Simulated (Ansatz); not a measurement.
Reaction (substitution at a C–C bond): `C=C=C(C)Cl` + `O[SiH3]` → `C=C=C(Cl)O[SiH3]` + CH₄

Calculated with Ansatz (gas phase, PBE0-D4/def2-TZVP geometries, no zero-point term in ΔE). CCSD(T)/CBS adds triple-zeta CCSD(T) − MP2 to the extrapolated MP2 energy (def2 sets, frozen cores). This one scheme is used for every species. DFT in def2-TZVPP. B3LYP here is the variant with VWN-RPA as its local correlation; programs differ in this. HSE06 is defined as in plane-wave codes. Each species was taken in one conformer, which may not be the lowest.

**Question.** Is it downhill or uphill in electronic energy at CCSD(T)/CBS, and by how much? (Best estimate.)

**Answer.** Ansatz gave: Uphill: ΔE = +11.9 kcal/mol.

**Question.** What do these levels give: r2SCAN-D4, B3LYP-D4, r2SCANh-D4, B2PLYP, PBE-QIDH, r2SCAN0, HSE06, MP2/def2-SVP, MP2/def2-TZVPP, SCS-MP2/def2-TZVPP, CCSD/def2-TZVPP, HF/def2-QZVPP? (Best estimate.)

**Answer.** Ansatz gave: r2SCAN-D4 9.2, B3LYP-D4 8.9, r2SCANh-D4 9.7, B2PLYP 10.7, PBE-QIDH 11.7, r2SCAN0 10.7, HSE06 10.8, MP2/def2-SVP 8.5, MP2/def2-TZVPP 12.2, SCS-MP2/def2-TZVPP 11.9, CCSD/def2-TZVPP 11.8, HF/def2-QZVPP 12.6 kcal/mol.

Largest T1 diagnostic among the species: 0.012.

From r2SCAN to r2SCAN0 (25 % exact exchange), in def2-TZVPP and without D4, ΔE moves by +1.3 kcal/mol. At CCSD(T), def2-SVP lies −4.5 kcal/mol from the extrapolated value and def2-TZVPP −0.7 kcal/mol. The D4 term adds −1.2 kcal/mol with B3LYP and −0.7 kcal/mol with PBE0; it sums over pairs of atoms, weighted by their polarisabilities, and B3LYP, whose exchange is more repulsive, gets the larger term.
